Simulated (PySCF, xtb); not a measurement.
Nb(O)(F)(Me)2 (C₂H₆FNbO), SMILES [CH3][Nb]([CH3])(=[O])[F], multiplicity 1.

GFN2-xTB (xtb) at its own geometry gives an orbital gap of 1.95 eV and a dipole moment of 4.68 D.

Coordinates come from a PBE0-D3(BJ)/def2-SVP optimisation. The spin state was assumed, not searched. The def2 effective core potentials stand for the cores of Nb; spin–orbit coupling is left out.

**Question.** What does B3LYP/def2-TZVP (PySCF) give? (An estimate is asked for; the answer gives what the named calculation found.)

**Answer.** gap 5.95 eV (levels -8.29 and -2.34 eV), dipole 2.76 D.
